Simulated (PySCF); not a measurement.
A side-by-side comparison of computed properties.

First species: C₇H₄ClOP.
Atom-mapped SMILES: `[Cl:1][c:2]1[o:3][c:4]2[cH:5][cH:6][cH:7][cH:8][c:9]2[p:10]1` (hydrogens: H11 on C5; H12 on C6; H13 on C7; H14 on C8)

Second species: C7H12O.
Cartesian coordinates in Å at the GFN2-xTB level; atoms count from 1:
```
atom  x, y, z in Å
C1     2.6992   -0.1228   -0.1961
C2     1.3294   -0.1900   -0.8408
O3     1.2113   -0.6116   -1.9741
C4     0.1964    0.2559   -0.0074
C5     0.4892    1.2315    1.1031
C6    -1.0514   -0.2304   -0.1691
C7    -2.1558    0.1829    0.7614
C8    -1.4604   -1.2073   -1.2202
H9     3.3720   -0.7832   -0.7379
H10    3.0906    0.8901   -0.2712
H11    2.6602   -0.4077    0.8511
H12    1.4090    1.7778    0.9221
H13   -0.3172    1.9559    1.1915
H14    0.5779    0.7162    2.0607
H15   -2.3716    1.2455    0.6509
H16   -3.0662   -0.3721    0.5530
H17   -1.8741    0.0115    1.7994
H18   -2.0803   -1.9893   -0.7827
H19   -0.6074   -1.6505   -1.7227
H20   -2.0560   -0.6918   -1.9740
```

Levels: PBE0/def2-SVPD for dipole moment, HOMO energy, LUMO energy, HOMO–LUMO gap, static isotropic polarisability and electronic spatial extent ⟨r²⟩ about the centre of nuclear charge; TDDFT PBE0/def2-SVPD for lowest singlet excitation; TDA PBE0/def2-SVPD for lowest triplet excitation (Tamm–Dancoff); GFN2-xTB for rotational constant A and rotational constant C. Geometries: GFN2-xTB. All species are isolated and taken at one optimised geometry, non-relativistic unless stated. Electronic properties by PySCF.

Dipoles, sizes and rotational constants follow the conformer. The torsions of the flexible species, by atom-mapped SMILES:
- `[CH3:1][C:2](=[O:3])[C:4]([CH3:5])=[C:6]([CH3:7])[CH3:8]`: C1–C2–C4–C5 25°

Values for the first species:

* Dipole moment: 2.05 D
* HOMO energy: -6.64 eV
* LUMO energy: -1.61 eV
* HOMO–LUMO gap: 5.03 eV
* Lowest singlet excitation: 4.55 eV
* Lowest triplet excitation (Tamm–Dancoff): 2.75 eV
* Static isotropic polarisability: 122.5 au
* Electronic spatial extent ⟨r²⟩ about the centre of nuclear charge: 1926 bohr²
* Rotational constant A: 2.706 GHz
* Rotational constant C: 0.532 GHz

Question: Estimate the same properties for the second species, and the change in each.

Answer: 
| property | first | second | second less first |
| --- | --- | --- | --- |
| dipole moment | 2.05 D | 3.12 D | +1.07 D |
| HOMO energy | -6.64 eV | -6.88 eV | -0.24 eV |
| LUMO energy | -1.61 eV | -1.14 eV | +0.47 eV |
| HOMO–LUMO gap | 5.03 eV | 5.74 eV | +0.71 eV |
| lowest singlet excitation | 4.55 eV | 3.83 eV | -0.72 eV |
| lowest triplet excitation (Tamm–Dancoff) | 2.75 eV | 3.24 eV | +0.49 eV |
| static isotropic polarisability | 122.5 au | 89.8 au | -32.7 au |
| electronic spatial extent ⟨r²⟩ about the centre of nuclear charge | 1926 bohr² | 1118 bohr² | -808 bohr² |
| rotational constant A | 2.706 GHz | 2.957 GHz | +0.251 GHz |
| rotational constant C | 0.532 GHz | 1.117 GHz | +0.585 GHz |

On the first: The polarisability is 18.15 Å³ as a volume (1 au = 0.148185 Å³), or 1.42 au for each of the 86 electrons. The 8 singlets span 4.55 to 6.08 eV, and their oscillator strengths add up to 0.51.

On the second: In wavenumbers S1 is 30900 cm⁻¹ (1 eV = 8065.54 cm⁻¹). The vertical singlet–triplet gap S1 − T1 is 0.59 eV (TDDFT singlet less Tamm–Dancoff triplet; S1: HOMO→LUMO, weight 0.70; T1: HOMO→LUMO, weight 0.92).
